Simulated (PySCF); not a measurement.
Bond stretch in SMILES O[SiH3]. The Si1–O5 bond (Si1 also carries H, H, H; O5 carries H) is varied alone, starting from the PBE0/def2-TZVP optimised geometry.

- RKS-B3LYP/6-31G* = PySCF 2.14.0 with restricted B3LYP/6-31G*, spherical d
- RMP2 = MP2 on RHF/cc-pVDZ, 6 core orbitals frozen (PySCF 2.14.0)
- UKS-CAM-B3LYP = unrestricted CAM-B3LYP/cc-pVDZ (PySCF)

Energies are in eV, each relative to the lowest point of its own curve near equilibrium.

```csv
R / Å,RKS-B3LYP/6-31G*,RMP2,UKS-CAM-B3LYP
1.24,6.564,7.124,6.829
1.33,3.349,3.758,3.564
1.39,1.992,2.309,2.166
1.50,0.577,0.747,0.672
1.56,[?],0.311,0.264
1.61,0.050,0.106,[?]
1.65,0.000,0.023,0.009
1.70,[?],0.000,0.000
1.74,0.069,0.034,0.044
1.83,[?],0.237,0.264
1.93,0.688,0.600,0.639
2.04,1.173,1.088,1.135
2.22,2.002,1.953,2.006
2.46,3.023,3.050,3.112
2.71,3.912,4.007,4.023
2.99,4.699,4.824,4.558
3.30,5.356,5.437,4.847
3.66,5.905,5.812,5.001
4.02,6.287,5.884,[?]
4.45,[?],5.670,5.101
4.98,6.820,5.125,5.113
5.73,6.988,4.104,5.117
```

Fill in the missing entries.


- 1.56, RKS-B3LYP/6-31G*: 0.208
- 1.61, UKS-CAM-B3LYP: 0.078
- 1.70, RKS-B3LYP/6-31G*: 0.012
- 1.83, RKS-B3LYP/6-31G*: 0.308
- 4.02, UKS-CAM-B3LYP: 5.068
- 4.45, RKS-B3LYP/6-31G*: 6.592

The restricted form behind RKS-B3LYP/6-31G*, RMP2 keeps the bonding electrons paired and can't separate into open-shell fragments. The T1 diagnostic of CCSD on the restricted reference of RMP2 exceeds 0.045 at 2.99 to 5.73 Å. The unrestricted determinant behind UKS-CAM-B3LYP is spin-contaminated at 2.71 to 5.73 Å (<S²> up to 1.0, against 0.00 for a pure singlet).
